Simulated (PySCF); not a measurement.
# Ionisation energy of Cr²⁺ by level of theory

Cr²⁺ [Ar] 3d4 (5D) → Cr³⁺ [Ar] 3d3 (4F), as a difference of total energies. All numbers are calculated (PySCF 2.14, the spin-free X2C one-electron Hamiltonian (Gaussian nucleus), in aug-cc-pwCVTZ-DK). Correlated levels: valence: [Ar] frozen; valence and next inner shell: [Ne] frozen; nothing frozen. The calculations carry no spin-orbit coupling.

| method | ionisation energy (eV) | plus first-order spin-orbit estimate | error of that sum (eV) |
| --- | --- | --- | --- |
| UHF | 29.671 | 29.644 | -1.315 |
| LDA | 31.935 | 31.908 | +0.949 |
| PBE | 31.507 | 31.480 | +0.521 |
| PBE0 | 31.301 | 31.274 | +0.315 |
| r2SCAN | 31.053 | 31.026 | +0.067 |
| M06-2X | 31.088 | 31.061 | +0.102 |
| TPSS | 31.145 | 31.118 | +0.159 |
| LC-wPBE | 31.420 | 31.393 | +0.434 |
| MP2 (valence) | 30.367 | 30.340 | -0.619 |
| SCS-MP2 (valence) | 29.903 | 29.876 | -1.083 |
| MP2 (valence and next inner shell) | 31.127 | 31.100 | +0.141 |
| SCS-MP2 (valence and next inner shell) | 30.648 | 30.621 | -0.338 |
| MP2 (all electrons) | 31.163 | 31.136 | +0.177 |
| SCS-MP2 (all electrons) | 30.673 | 30.646 | -0.313 |

Reference: 30.959 ± 0.025 eV (measured; NIST Atomic Spectra Database, ionization energies).

A first-order spin-orbit estimate (lowest level to lowest level, LS coupling) adds -0.027 eV.

Errors of the correlated levels include the incompleteness of this basis and the frozen core.
